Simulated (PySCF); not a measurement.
How methods differ on the ionisation energy of Ar+

Ar+ [Ne] 3s2 3p5 (2P) → Ar(2+) [Ne] 3s2 3p4 (3P), as a difference of total energies. Calculation: PySCF 2.14, in aug-cc-pV(D+d)Z; the non-relativistic Hamiltonian (point nucleus). Correlated levels: valence: [Ne] frozen. The calculations carry no spin-orbit coupling.

| method | ionisation energy (eV) | difference from reference (eV) |
| --- | --- | --- |
| UHF | 26.397 | -1.233 |
| PBE | 27.621 | -0.009 |
| MN15 | 27.831 | +0.201 |
| MP2 (valence) | 27.141 | -0.489 |
| SCS-MP2 (valence) | 27.109 | -0.521 |
| CCSD (valence) | 27.074 | -0.556 |
| CCSD(T) (valence) | 27.089 | -0.541 |

Reference: 27.630 eV (measured; NIST Atomic Spectra Database, ionization energies).

The reference lies between the lowest fine-structure levels, while these numbers refer to the centres of the terms.

Errors of the correlated levels include the incompleteness of this basis and the frozen core.
